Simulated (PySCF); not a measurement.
CH5BFNO, SMILES NB(O)CF.

Geometry: PBE0-D3(BJ)/def2-SVP. This is a generated structure with no PubChem entry under its InChIKey; it may be hypothetical. Other conformers were not sampled.

All values below come from TDDFT-PBE0/def2-SVPD in PySCF.

Vertical excitations. Gas-phase values at a fixed geometry. State labels are in the subgroup Cs.

Give excitation energies, oscillator strengths and character. (The exact figures need the calculation; the answer reports its results.)


```json
[
 {"state": "S1", "symmetry": "A\"", "energy (eV)": "6.75", "λ (nm)": "184", "f": "0.011", "main pairs": "HOMO→LUMO 98 %"},
 {"state": "S2", "symmetry": "A'", "energy (eV)": "7.71", "λ (nm)": "161", "f": "0.034", "main pairs": "HOMO−1→LUMO 98 %"},
 {"state": "S3", "symmetry": "A\"", "energy (eV)": "7.90", "λ (nm)": "157", "f": "0.022", "main pairs": "HOMO→LUMO+1 92 %"},
 {"state": "S4", "symmetry": "A\"", "energy (eV)": "8.39", "λ (nm)": "148", "f": "0.002", "main pairs": "HOMO−2→LUMO 60 %, HOMO→LUMO+2 27 %"},
 {"state": "S5", "symmetry": "A\"", "energy (eV)": "8.44", "λ (nm)": "147", "f": "0.001", "main pairs": "HOMO→LUMO+2 61 %, HOMO−2→LUMO 32 %"},
 {"state": "S6", "symmetry": "A'", "energy (eV)": "8.47", "λ (nm)": "146", "f": "0.007", "main pairs": "HOMO−1→LUMO+1 89 %"},
 {"state": "S7", "symmetry": "A'", "energy (eV)": "8.64", "λ (nm)": "144", "f": "0.215", "main pairs": "HOMO→LUMO+3 89 %"},
 {"state": "S8", "symmetry": "A\"", "energy (eV)": "8.73", "λ (nm)": "142", "f": "0.011", "main pairs": "HOMO−1→LUMO+3 95 %"},
 {"state": "S9", "symmetry": "A\"", "energy (eV)": "9.06", "λ (nm)": "137", "f": "0.009", "main pairs": "HOMO→LUMO+5 40 %, HOMO−2→LUMO+1 37 %, HOMO−3→LUMO 9 %"},
 {"state": "S10", "symmetry": "A\"", "energy (eV)": "9.09", "λ (nm)": "136", "f": "0.024", "main pairs": "HOMO→LUMO+5 43 %, HOMO−2→LUMO+1 36 %"},
 {"state": "T1", "symmetry": "A\"", "energy (eV)": "6.53", "λ (nm)": "190", "f": "0", "main pairs": "HOMO→LUMO 95 %"},
 {"state": "T2", "symmetry": "A'", "energy (eV)": "7.09", "λ (nm)": "175", "f": "0", "main pairs": "HOMO→LUMO+3 94 %"},
 {"state": "T3", "symmetry": "A'", "energy (eV)": "7.59", "λ (nm)": "163", "f": "0", "main pairs": "HOMO−1→LUMO 96 %"},
 {"state": "T4", "symmetry": "A\"", "energy (eV)": "7.67", "λ (nm)": "162", "f": "0", "main pairs": "HOMO→LUMO+1 79 %"}
]
```
Triplets are in the Tamm–Dancoff approximation, which puts them higher than full response would, so one can lie above its singlet here.
